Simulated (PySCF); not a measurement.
# Electronic structure of Ru+ (ruthenium, charge +1) at the UHF level

Configuration: [Kr] 4d7, high-spin 4F determinant. Calculation: PySCF 2.14, in cc-pVDZ-PP with ECP28MDF (4s4p3d1f, 38 functions); a scalar-relativistic core potential.

```
Total energy             : -93.580830 hartree
One-electron energy      : -160.4804 hartree
Hartree (Coulomb) energy : 76.2846 hartree
Exchange energy          : -9.3850 hartree
⟨S²⟩                     : 3.7548
⟨L²⟩                     : 12.040
Sum of ⟨r⟩               : 20.40 bohr
Sum of ⟨r²⟩              : 33.53 bohr²
Time after the integrals : 0.09 s of wall time on 1 thread of Neoverse-V2 (shared host)
```

| shell | electrons | mean orbital energy (hartree) | spread (hartree) | rms radius, mean of both spins (bohr) |
| --- | --- | --- | --- | --- |
| 4s α | 1 | -3.80594 | 0 | 1.10 |
| 4s β | 1 | -3.62194 | 0 | 1.10 |
| 4p α | 3 | -2.54252 | 0 | 1.22 |
| 4p β | 3 | -2.30860 | 0 | 1.22 |
| 4d α | 5 | -0.69701 | 0.03682 | 1.78 |
| 4d β | 2 | -0.60750 | 0 | 1.78 |

Energies and moments cover only the electrons outside the core potential.
